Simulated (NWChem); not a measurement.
Basis-set convergence for HFGeO

```xyz
4

Ge    -0.4252    -0.0203     0.0000
F      0.6312     1.4011     0.0000
O      0.9188    -1.2273     0.0000
H      0.5747    -2.1424     0.0000
```
Charge 0, spin multiplicity 1.

The numbers come from NWChem runs, not from measurements. The geometry was optimised at PBE/def2-SVP, a minimum by its harmonic frequencies. It is one conformer; others weren't searched.

Quantity: vertical ionisation energy at the level ΔPBE0 (Δ: difference of total energies, the cation a doublet at the parent's geometry with its hole in an orbital of symmetry a' (Cs labels); it is the state that the SCF runs reached, from PBE0 orbitals for Hartree-Fock references, and need not be the lowest).

The Hamiltonian is non-relativistic. The Pople sets run with spherical d functions. The structure started from a generated list of species. No SCF solution was tested for a lower state.

Relative cost: rough, from shared machines, SCF included, STO-3G = 1.

In def2-QZVP the value is 10.60 eV. Among STO-3G, 3-21G, 6-31G*, def2-SVP, aug-pcseg-1, def2-SVPD, pcseg-2, cc-pVTZ, def2-TZVPP, which is the smallest basis within 0.2 eV of it?

6-31G*, with 62 functions against 219 and about 2 % of the time (also within reach: def2-SVP, aug-pcseg-1, def2-SVPD, pcseg-2, cc-pVTZ, def2-TZVPP). def2-QZVP isn't the basis-set limit itself, and a small set can land close by cancellation.

```tsv
basis	functions	vertical ionisation energy (eV)	relative cost
STO-3G	29	6.66	1
3-21G	42	9.92	under 3
6-31G*	62	10.45	under 3
def2-SVP	65	10.49	under 3
aug-pcseg-1	91	10.69	4
def2-SVPD	92	10.72	3
pcseg-2	117	10.61	7
cc-pVTZ	117	10.54	20
def2-TZVPP	124	10.58	6
def2-QZVP	219	10.60	100
```
